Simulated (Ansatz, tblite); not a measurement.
Removing an electron: (BeS)3 ring (Be₃S₃). Total charge 0; singlet. Geometry: PBE-D4/def2-SVP. Ansatz, gas phase; energy differences of separate SCF runs; the oxidised species was run as a doublet alone.

```xyz
6

Be   -0.284   -1.091   -0.838
S     1.310   -1.751    0.003
Be    1.126   -0.034    0.840
S     0.443    1.699    1.305
Be   -0.841    1.125   -0.002
S    -1.753    0.053   -1.307
```

The xTB rows come from tblite. Correlated methods freeze 15 core orbitals. In CCSD on the charge 1 doublet the largest single amplitude is 0.24, so its Hartree–Fock determinant may place the open shell otherwise than the density functionals do.

```
             level  −HOMO (eV)  vertical IE (eV)  −LUMO (eV)  HOMO–LUMO gap (eV)
          GFN2-xTB       11.65             14.22        7.88                3.77
 PBE0-D4/def2-TZVP        7.73              9.57        2.53                5.20
    MP2/def2-TZVPP           –             10.01           –                   –
CCSD(T)/def2-TZVPP           –              9.77           –                   –
```

Estimate the rows for GFN1-xTB, HF/def2-TZVPP, CCSD/def2-TZVPP.


```csv
level,−HOMO (eV),vertical IE (eV),−LUMO (eV),HOMO–LUMO gap (eV)
GFN1-xTB,10.24,13.18,7.20,3.03
HF/def2-TZVPP,–,8.91,–,–
CCSD/def2-TZVPP,–,9.76,–,–
```

Run but left out: PBE-D4/def2-TZVP, r2SCAN-D4/def2-TZVP (charge +1 doublet: an occupied level 0.17 to 0.22 eV above an empty one).  Raw xTB energy differences between charge states are shifted by several eV; the methods need an empirical correction for them.
